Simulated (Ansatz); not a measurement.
CH5OSb⁺, that is SbH2(OMe) with one electron fewer. Charge 1, multiplicity 2. Geometry PBE0-D4/def2-TZVP, that of the neutral singlet; atoms count from 1.

Cartesian coordinates in Å:
```
Sb -1.4853 0.8413 0.0522
H -1.2065 2.5274 0.0699
H -1.4114 0.8174 -1.6692
O 0.4287 0.4639 0.3467
C 0.8219 -0.8841 0.3050
H 0.2235 -1.5249 0.9691
H 1.8626 -0.9396 0.6366
H 0.7664 -1.3015 -0.7104
```

In the def2 sets Sb takes a core potential; there is no spin–orbit coupling.

Q: Estimate the Mulliken populations from the PBE0/def2-TZVP orbitals of Ansatz.

A: 
```tsv
atom	charge (e)	spin (α − β)
Sb1	0.66	0.30
H2	0.12	0.04
H3	0.13	0.13
O4	-0.25	0.46
C5	-0.25	-0.01
H6	0.20	0.06
H7	0.20	0.00
H8	0.19	0.03
```
Mulliken values depend strongly on the basis.

Q: Where does the spin sit?

A: Summed by element: Sb 0.30, H 0.25, O 0.46, C -0.01, of 1 unpaired in all. Largest on single atoms: O4 0.46, Sb1 0.30, H3 0.13.

Q: And the Mayer bond orders between heavy atoms (over 0.3)?

A: Sb1–O4 1.07 (1.97 Å); O4–C5 0.94 (1.40 Å).
